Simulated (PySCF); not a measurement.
## Ag⁺ (silver, charge +1) across methods

[Kr] 4d10, closed-shell 1S. Calculation: PySCF 2.14, in ANO-RCC-VTZP (7s6p4d2f1g, 68 functions); the spin-free X2C one-electron Hamiltonian (Gaussian nucleus).

```csv
method,E (hartree),mean ε 4s (eV),mean ε 4p (eV),mean ε 4d (eV),Σ⟨r²⟩ (bohr²),⟨S²⟩
wB97X,-5315.15,-110.47,-73.270,-20.086,35.22,0.000
MN15,-5318.65,-105.71,-70.718,-18.685,35.58,0.000
UHF,-5312.41129,-124.37,-82.897,-22.123,34.65,0.000
BLYP,-5315.14,-103.26,-66.894,-15.721,35.76,0.000
LDA,-5309.43,-103.46,-67.204,-16.132,35.74,0.000
PBE0,-5314.63,-108.83,-71.198,-17.583,35.18,0.000
PBE,-5314.56,-103.29,-66.950,-15.767,35.53,0.000
```

Q: Estimate the same row for r2SCAN.

A: E (hartree) = -5314.95; mean ε 4s (eV) = -105.80; mean ε 4p (eV) = -68.615; mean ε 4d (eV) = -15.908; Σ⟨r²⟩ (bohr²) = 35.15; ⟨S²⟩ = 0.000.
